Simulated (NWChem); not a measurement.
Molecule: AlHICl; SMILES [Cl][AlH][I]

```xyz
4

Al     0.8464     1.0940     0.0000
Cl    -0.4552     2.7376     0.0000
H      2.3995     1.3228     0.0000
I     -0.1069    -1.1714     0.0000
```
Atoms are numbered in this order, from 1.

Results from NWChem. Coordinates come from a PBE0/def2-SVP optimisation. def2 effective core potentials on I; no spin-orbit coupling. Ions are spin-unrestricted doublets at the neutral geometry; other ion states weren't tried.

Question: Order these by “−ε(HOMO) (eV)”, lowest first: B3LYP/def2-SVP; LRC-wPBEh/def2-SVP; PBE/def2-SVP; BHandHLYP/def2-SVP.

Answer: PBE/def2-SVP (6.79), B3LYP/def2-SVP (7.64), BHandHLYP/def2-SVP (8.89), LRC-wPBEh/def2-SVP (9.79)
